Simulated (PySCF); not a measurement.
C5H5F2NO2.
SMILES with atom numbers: `[N:1]#[C:2][C@@H:3]1[CH2:4][O:5][C@H:6]([F:7])[C@@H:8]([F:9])[O:10]1` (hydrogens: H11 on C3; H12, H13 on C4; H14 on C6; H15 on C8)

Method used: TDDFT B3LYP/def2-SVPD, vertical, gas phase, core orbitals frozen in the response in PySCF 2.14.0, density-fitted response routines. One conformer (not necessarily the lowest) at the PBE0-D3(BJ)/def2-SVP geometry, without solvent, vibrations or thermal averaging.

| state | E (eV) | E (kJ/mol) | λ (nm) | f | main configurations (H = HOMO, L = LUMO) |
| --- | --- | --- | --- | --- | --- |
| S1 | 6.76 | 652 | 183.4 | 0.0091 | H→L (92%) |
| S2 | 7.34 | 708 | 168.9 | 0.011 | H→L+1 (91%) |
| S3 | 7.50 | 724 | 165.3 | 0.0096 | H-1→L (29%), H-2→L (28%), H-4→L (18%) |
| S4 | 7.72 | 745 | 160.7 | 0.0002 | H→L+2 (83%) |
| S5 | 7.96 | 768 | 155.8 | 0.0037 | H-3→L (35%), H-2→L+1 (14%), H-1→L+1 (9%) |
| S6 | 8.10 | 782 | 153.0 | 0.0032 | H→L+3 (41%), H-3→L+1 (28%) |

The lowest singlet lies at 6.76 eV (183 nm, vacuum ultraviolet) and is weak; its leading configuration is HOMO→LUMO (92%). The strongest level in the table is S2 at 7.34 eV (169 nm, f = 0.011). Löwdin shares by element: HOMO oxygen 49%, carbon 18% or more (atoms not listed hold the other 33%); LUMO carbon 40% or more, nitrogen 34%, oxygen 10% or more (atoms not listed hold the other 17%). Weighted by f, the mean energy of these states is 7.37 eV. Of the 6 states listed, 1 reaches f = 0.01 and 1 stays under 0.0005. Orbital energies (eV): HOMO-3 -10.17, HOMO-2 -9.76, HOMO-1 -9.67, HOMO -8.50, LUMO -0.65, LUMO+1 -0.19, LUMO+2 0.16. Singlets were solved by full linear response.
